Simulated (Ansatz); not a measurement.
One change: `N=CI` becomes `N=CCl`.

Ansatz, PBE0-D4/def2-TZVP geometries, multiplicity 1. Each molecule was computed in one conformer, which needn't be the lowest.

Elements past krypton have def2 core potentials.

```csv
property,`N=CI`
size of the dipole moment (PBE/def2-TZVPP) / D,2.22
HOMO–LUMO gap (B3LYP/def2-TZVPP) / eV,6.23
LUMO energy (ωB97M-V/def2-TZVPP) / eV,1.15
zero-point energy (PBE0-D4/def2-TZVP) / kJ/mol,79.8
HOMO energy (ωB97M-V/def2-TZVPP) / eV,-9.74
HOMO–LUMO gap (PBE/def2-TZVPP) / eV,4.50
```

**Question.** Give the same properties after the change, and the shifts. (Estimate.)

**Answer.** Computed: 
| property | `N=CCl` | shift |
| --- | --- | --- |
| size of the dipole moment (PBE/def2-TZVPP) / D | 2.38 | 0.16 |
| HOMO–LUMO gap (B3LYP/def2-TZVPP) / eV | 7.32 | 1.09 |
| LUMO energy (ωB97M-V/def2-TZVPP) / eV | 1.57 | 0.42 |
| zero-point energy (PBE0-D4/def2-TZVP) / kJ/mol | 83.2 | 3.4 |
| HOMO energy (ωB97M-V/def2-TZVPP) / eV | -10.95 | -1.21 |
| HOMO–LUMO gap (PBE/def2-TZVPP) / eV | 5.17 | 0.67 |

With PBE0 the HOMO falls by 0.95 eV and the LUMO rises by 0.19 eV, so the gap widens by about 1.14 eV. PBE moves the HOMO by -0.51 eV and ωB97M-V by -1.21 eV. Dipoles are sizes alone; their direction can turn.

B3LYP here is the variant with VWN-RPA as its local correlation; programs differ in this.

Spin–orbit coupling is left out; it splits and shifts lone-pair levels of the heavy atoms by tenths of an eV.
